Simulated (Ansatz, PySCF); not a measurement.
H3O4Si, SMILES [Si]([O])(O)(O)O, multiplicity 2. Atoms are numbered in the order given.

```xyz
8

O     -1.2090     0.8293     0.8715
Si    -0.0399     0.0139    -0.0056
O     -0.7975    -1.1170    -0.9263
O      0.8714     0.9173    -1.0346
O      0.9435    -0.5676     1.1902
H     -0.4786    -1.2029    -1.8331
H      1.4361     1.5993    -0.6531
H      0.5246    -1.1042     1.8748
```
Charge 0, spin multiplicity 2.

Geometry: B3LYP-D3(BJ)/def2-SVP. The isomer is the one that the SMILES or the coordinates give; other isomers of the formula were not compared. One conformer was computed; it need not be the lowest.

Two levels are set side by side: PBE-D3(BJ)/def2-SVP (Ansatz, a quantum-chemistry and plane-wave program) and B3LYP-D3(BJ)/def2-SVP (Ansatz). Each level has its own optimised geometry; the coordinates shown are those of the second. Frequencies come from the Hessian of PySCF at each geometry. Differences are taken from unrounded values.

```json
[
 {"quantity": "mean bond length (Å)", "B3LYP-D3(BJ)": "1.359"},
 {"quantity": "bond O1–Si2 (Å)", "B3LYP-D3(BJ)": "1.674"},
 {"quantity": "bond Si2–O3 (Å)", "B3LYP-D3(BJ)": "1.643"},
 {"quantity": "bond Si2–O4 (Å)", "B3LYP-D3(BJ)": "1.645"},
 {"quantity": "bond Si2–O5 (Å)", "B3LYP-D3(BJ)": "1.654"},
 {"quantity": "bond O3–H6 (Å)", "B3LYP-D3(BJ)": "0.965"},
 {"quantity": "bond O4–H7 (Å)", "B3LYP-D3(BJ)": "0.964"},
 {"quantity": "bond O5–H8 (Å)", "B3LYP-D3(BJ)": "0.966"},
 {"quantity": "highest harmonic wavenumber (cm⁻¹)", "B3LYP-D3(BJ)": "3884"},
 {"quantity": "mean harmonic wavenumber (cm⁻¹)", "B3LYP-D3(BJ)": "1103"},
 {"quantity": "zero-point energy (kcal/mol)", "B3LYP-D3(BJ)": "28.38"}
]
```

**Question.** What does PBE-D3(BJ) give, and how far is it from B3LYP-D3(BJ)? (The exact figures need the calculation; the answer reports its results.)

**Answer.** 
```
quantity                            PBE-D3(BJ)  PBE-D3(BJ) minus B3LYP-D3(BJ)
----------------------------------  ----------  -----------------------------
mean bond length (Å)                     1.369                          0.010
bond O1–Si2 (Å)                          1.658                         -0.016
bond Si2–O3 (Å)                          1.661                          0.017
bond Si2–O4 (Å)                          1.660                          0.015
bond Si2–O5 (Å)                          1.682                          0.028
bond O3–H6 (Å)                           0.974                          0.009
bond O4–H7 (Å)                           0.973                          0.009
bond O5–H8 (Å)                           0.976                          0.010
highest harmonic wavenumber (cm⁻¹)        3774                           -110
mean harmonic wavenumber (cm⁻¹)           1066                            -37
zero-point energy (kcal/mol)             27.44                          -0.94
```

GGA bonds tend to be longer and softer than those of functionals with exact exchange. Differences between two approximate levels are no errors against the true value.
